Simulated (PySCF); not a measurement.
PySCF job for C3H5, SMILES C([CH2])=C, multiplicity 2, TDA-PBE0/def2-SVPD. The structure is a stationary point at ωB97X-D3(BJ)/def2-TZVP. The isomer is the one that the SMILES or the coordinates give; other isomers of the formula were not compared.

```python
import numpy as np
from pyscf import gto, scf, dft, tdscf

mol = gto.M(
    atom='''
    C     0.00000000   -1.22109504    0.19731771
    C     0.00000000    0.00000000   -0.44735694
    C     0.00000000    1.22109504    0.19731771
    H     0.00000000   -2.15253780   -0.35498631
    H     0.00000000   -1.27681030    1.28080802
    H     0.00000000   -0.00000000   -1.53531429
    H     0.00000000    2.15253780   -0.35498632
    H     0.00000000    1.27681031    1.28080802
    ''',
    basis='def2-SVPD',
    charge=0,
    spin=1,
    max_memory=1600,
    verbose=4,
)
mf = dft.UKS(mol, xc='pbe0').density_fit(auxbasis='def2-universal-jkfit')
mf.grids.level = 3
mf.conv_tol = 1e-9
mf.max_cycle = 100
mf.kernel()
fine, coarse = mf.grids, dft.Grids(mol).set(level=1).build(with_non0tab=True)
for _ in range(3):  # follow internal instabilities
    mf.grids = coarse
    mo, _, stable, _ = mf.stability(return_status=True, nroots=4)
    mf.grids = fine
    if stable:
        break
    mf.kernel(mf.make_rdm1(mo, mf.mo_occ))
mf.grids = dft.Grids(mol).set(level=1).build(with_non0tab=True)  # coarser grid for the response kernel
td = tdscf.TDA(mf)
td.nstates = 10
td.conv_tol = 1e-4
td.kernel(x0=td.get_init_guess(mf, 15))
td.analyze()
```

Program output:

```
PySCF version 2.14.0

[INPUT] verbose = 4
[INPUT] num. atoms = 8
[INPUT] num. electrons = 23
[INPUT] charge = 0
[INPUT] spin (= nelec alpha-beta = 2S) = 1
[INPUT] symmetry False subgroup None
[INPUT] Mole.unit = angstrom
[INPUT] Symbol           X                Y                Z      unit          X                Y                Z       unit  Magmom
[INPUT]  1 C      0.000000000000  -1.221095040000   0.197317710000 AA    0.000000000000  -2.307535197665   0.372876431426 Bohr   0.0
[INPUT]  2 C      0.000000000000   0.000000000000  -0.447356940000 AA    0.000000000000   0.000000000000  -0.845382096523 Bohr   0.0
[INPUT]  3 C      0.000000000000   1.221095040000   0.197317710000 AA    0.000000000000   2.307535197665   0.372876431426 Bohr   0.0
[INPUT]  4 H      0.000000000000  -2.152537800000  -0.354986310000 AA    0.000000000000  -4.067706914774  -0.670826903870 Bohr   0.0
[INPUT]  5 H      0.000000000000  -1.276810300000   1.280808020000 AA    0.000000000000  -2.412821780024   2.420376375946 Bohr   0.0
[INPUT]  6 H      0.000000000000   0.000000000000  -1.535314290000 AA    0.000000000000   0.000000000000  -2.901323523231 Bohr   0.0
[INPUT]  7 H      0.000000000000   2.152537800000  -0.354986320000 AA    0.000000000000   4.067706914774  -0.670826922767 Bohr   0.0
[INPUT]  8 H      0.000000000000   1.276810310000   1.280808020000 AA    0.000000000000   2.412821798921   2.420376375946 Bohr   0.0

nuclear repulsion = 65.0696196826121
number of shells = 44
number of NR pGTOs = 140
number of NR cGTOs = 100
basis = def2-SVPD
ecp = {}


[settings echo left out]
init E= -117.130406674028
  alpha nocc = 12  HOMO = -0.201150639538653  LUMO = -0.0313122581950518
  beta  nocc = 11  HOMO = -0.360278212605263  LUMO = -0.201150639538654

WARN: HOMO -0.201150639538653 >= LUMO -0.201150639538654

cycle= 1 E= -117.009953650559  delta_E= 0.12  |g|= 0.166  |ddm|= 2.51
  alpha nocc = 12  HOMO = -0.169272479396675  LUMO = 0.0518722320451936
  beta  nocc = 11  HOMO = -0.257612483324299  LUMO = -0.0478941170351792
  HOMO = -0.169272479397  LUMO = -0.0478941170352  gap/eV = 3.30287
cycle= 2 E= -117.014736323383  delta_E= -0.00478  |g|= 0.16  |ddm|= 0.483
  alpha nocc = 12  HOMO = -0.21118813622707  LUMO = 0.0441850447490175
  beta  nocc = 11  HOMO = -0.307648137967392  LUMO = -0.0822851981248656
  HOMO = -0.211188136227  LUMO = -0.0822851981249  gap/eV = 3.50763
cycle= 3 E= -117.029665666188  delta_E= -0.0149  |g|= 0.0204  |ddm|= 0.22
  alpha nocc = 12  HOMO = -0.216179488147534  LUMO = 0.0441111118895186
  beta  nocc = 11  HOMO = -0.305864900501393  LUMO = -0.0789525512111635
  HOMO = -0.216179488148  LUMO = -0.0789525512112  gap/eV = 3.73414
cycle= 4 E= -117.030149936839  delta_E= -0.000484  |g|= 0.0164  |ddm|= 0.0665
  alpha nocc = 12  HOMO = -0.215894728964234  LUMO = 0.0443943552701178
  beta  nocc = 11  HOMO = -0.307419932909345  LUMO = -0.075352728476024
  HOMO = -0.215894728964  LUMO = -0.075352728476  gap/eV = 3.82434
cycle= 5 E= -117.030372839202  delta_E= -0.000223  |g|= 0.00441  |ddm|= 0.0306
  alpha nocc = 12  HOMO = -0.217226159154756  LUMO = 0.0444999210242618
  beta  nocc = 11  HOMO = -0.307998488192838  LUMO = -0.0735237740289336
  HOMO = -0.217226159155  LUMO = -0.0735237740289  gap/eV = 3.91034
cycle= 6 E= -117.030421496435  delta_E= -4.87e-05  |g|= 0.00112  |ddm|= 0.025
  alpha nocc = 12  HOMO = -0.217388080230621  LUMO = 0.0445056374678727
  beta  nocc = 11  HOMO = -0.30818691505314  LUMO = -0.0734051268031952
  HOMO = -0.217388080231  LUMO = -0.0734051268032  gap/eV = 3.91798
cycle= 7 E= -117.030422725059  delta_E= -1.23e-06  |g|= 0.000207  |ddm|= 0.00376
  alpha nocc = 12  HOMO = -0.21740236080909  LUMO = 0.0444962089085461
  beta  nocc = 11  HOMO = -0.308220810728184  LUMO = -0.0734407116139124
  HOMO = -0.217402360809  LUMO = -0.0734407116139  gap/eV = 3.91740
cycle= 8 E= -117.030422774117  delta_E= -4.91e-08  |g|= 5.38e-05  |ddm|= 0.000678
  alpha nocc = 12  HOMO = -0.217396320601206  LUMO = 0.0444976373953923
  beta  nocc = 11  HOMO = -0.308224924729331  LUMO = -0.0734417207938218
  HOMO = -0.217396320601  LUMO = -0.0734417207938  gap/eV = 3.91720
cycle= 9 E= -117.030422777626  delta_E= -3.51e-09  |g|= 1.19e-05  |ddm|= 0.000195
  alpha nocc = 12  HOMO = -0.217395659575074  LUMO = 0.0444976890367457
  beta  nocc = 11  HOMO = -0.308222505413571  LUMO = -0.0734412098146731
  HOMO = -0.217395659575  LUMO = -0.0734412098147  gap/eV = 3.91720
cycle= 10 E= -117.030422777829  delta_E= -2.04e-10  |g|= 1.76e-06  |ddm|= 4.74e-05
  alpha nocc = 12  HOMO = -0.217395597956168  LUMO = 0.0444977239159954
  beta  nocc = 11  HOMO = -0.308222183434046  LUMO = -0.0734409096066573
  HOMO = -0.217395597956  LUMO = -0.0734409096067  gap/eV = 3.91721
Extra cycle  E= -117.030422777833  delta_E= -3.75e-12  |g|= 6.45e-07  |ddm|= 6.7e-06
converged SCF energy = -117.030422777833  <S^2> = 0.78970551  2S+1 = 2.039319
tot grids = 27904
uhf_internal: lowest eigs of H = [0.23593818 0.40907716 0.41017115 0.42886917]
<class 'pyscf.df.df_jk.DFUKS'> wavefunction is stable in the internal stability analysis
tot grids = 27904


******** <class 'pyscf.tdscf.uks.TDA'> for <class 'pyscf.df.df_jk.DFUKS'> ********
nstates = 10
deg_eia_thresh = 1.000e-03
wfnsym = None
conv_tol = 0.0001
eigh lindep = 1e-12
eigh level_shift = 0
eigh max_cycle = 100


Excitation energies (eV)
[4.10620558 5.64871639 6.00018095 6.29277414 6.31780267 6.38376505
 6.4068065  6.98655889 7.61281312 7.74548941]

** Excitation energies and oscillator strengths **
Excited State   1:      4.10621 eV    301.94 nm  f=0.0046
      12a ->   13a     -0.61769
      11b ->   12b      0.77787
Excited State   2:      5.64872 eV    219.49 nm  f=0.0000
      12a ->   14a      0.99452
Excited State   3:      6.00018 eV    206.63 nm  f=0.0000
      12a ->   16a     -0.10007
      10b ->   12b      0.98466
Excited State   4:      6.29277 eV    197.03 nm  f=0.4762
      12a ->   13a     -0.76806
      12a ->   23a      0.14208
      11b ->   12b     -0.58507
Excited State   5:      6.31780 eV    196.25 nm  f=0.0242
      12a ->   15a      0.95433
       9b ->   12b      0.26972
Excited State   6:      6.38377 eV    194.22 nm  f=0.0000
      12a ->   16a      0.98622
      10b ->   12b      0.10755
Excited State   7:      6.40681 eV    193.52 nm  f=0.0002
      12a ->   15a      0.27181
       9b ->   12b     -0.95109
Excited State   8:      6.98656 eV    177.46 nm  f=0.0002
      11a ->   13a      0.65886
      11b ->   14b     -0.73450
Excited State   9:      7.61281 eV    162.86 nm  f=0.0000
      12a ->   16a      0.10605
      12a ->   17a     -0.98222
Excited State  10:      7.74549 eV    160.07 nm  f=0.0011
      10a ->   13a      0.15289
      12a ->   19a      0.12596
       8b ->   12b      0.94513
      10b ->   14b      0.21940

** Transition electric dipole moments (AU) **
state          X           Y           Z        Dip. S.      Osc.
  1        -0.0000     -0.2141      0.0000      0.0458      0.0046
  2        -0.0000      0.0000     -0.0000      0.0000      0.0000
  3        -0.0000     -0.0000      0.0000      0.0000      0.0000
  4        -0.0000      1.7575      0.0000      3.0887      0.4762
  5        -0.3952     -0.0000     -0.0000      0.1562      0.0242
  6        -0.0000      0.0000     -0.0000      0.0000      0.0000
  7        -0.0359      0.0000     -0.0000      0.0013      0.0002
  8         0.0000      0.0000      0.0364      0.0013      0.0002
  9         0.0000      0.0000      0.0000      0.0000      0.0000
 10         0.0759      0.0000     -0.0000      0.0058      0.0011

** Transition velocity dipole moments (imaginary part, AU) **
state          X           Y           Z        Dip. S.      Osc.
  1        -0.0000     -0.0021      0.0000      0.0000      0.0000
  2        -0.0000     -0.0000      0.0000      0.0000      0.0000
  3        -0.0000     -0.0000      0.0000      0.0000      0.0000
  4        -0.0000      0.1689     -0.0000      0.0285      0.0823
  5        -0.1333     -0.0000     -0.0000      0.0178      0.0510
  6        -0.0000      0.0000      0.0000      0.0000      0.0000
  7        -0.0053      0.0000     -0.0000      0.0000      0.0001
  8         0.0000      0.0000     -0.0001      0.0000      0.0000
  9         0.0000     -0.0000      0.0000      0.0000      0.0000
 10         0.0238      0.0000     -0.0000      0.0006      0.0013

** Transition magnetic dipole moments (imaginary part, AU) **
state          X           Y           Z
  1        -0.1253      0.0000      0.0000
  2         0.0000     -0.0000     -0.5932
  3         0.0000     -0.0000     -0.0204
  4        -0.4426     -0.0000     -0.0000
  5         0.0000     -0.0141     -0.0000
  6        -0.0000     -0.0000      0.0540
  7        -0.0000      0.4299      0.0000
  8        -0.0000      0.0000     -0.0000
  9        -0.0000      0.0000      0.1131
 10         0.0000     -0.9028      0.0000
```

Self-consistency was reached.
